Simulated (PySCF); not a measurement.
## Ionisation energy of Ce⁴¹⁺ by level of theory

Ce⁴¹⁺ [Ne] 3s2 3p5 (2P) → Ce⁴²⁺ [Ne] 3s2 3p4 (3P), as a difference of total energies. Calculation: PySCF 2.14, in an uncontracted even-tempered set (18 s from 7.7 bohr⁻², ratio 2.5; 12 p from 10 bohr⁻², ratio 2.5; 4 d from 44 bohr⁻², ratio 2.7; 4 f from 66 bohr⁻², ratio 2.7); the spin-free X2C one-electron Hamiltonian (Gaussian nucleus). Correlated levels: outer shells: 1s2 frozen; virtual orbitals above 40 to 60 times the deepest correlated orbital energy dropped. The calculations carry no spin-orbit coupling.

```
                method  ionisation energy (eV)
                   UHF                  3209.9
                   LDA                  3212.0
                   PBE                  3212.5
                  PBE0                  3212.4
             BHandHLYP                  3212.0
    MP2 (outer shells)                  3211.0
SCS-MP2 (outer shells)                  3210.9
```

Problem. Estimate what M06 gives.

Solution. 3212.5 eV, closest to PBE among the rows shown.

Problem. Estimate what r2SCAN gives.

Solution. 3212.7 eV, closest to PBE among the rows shown.

Spin-orbit coupling is strong in these open shells (close to jj coupling). The scalar numbers leave it out and a first-order estimate fails, so it can dominate the gap to the real levels.

Breit and QED terms and the two-electron picture change are absent.

For comparison: 3176 ± 4 eV (theoretical estimate listed by NIST; NIST Atomic Spectra Database, ionization energies).
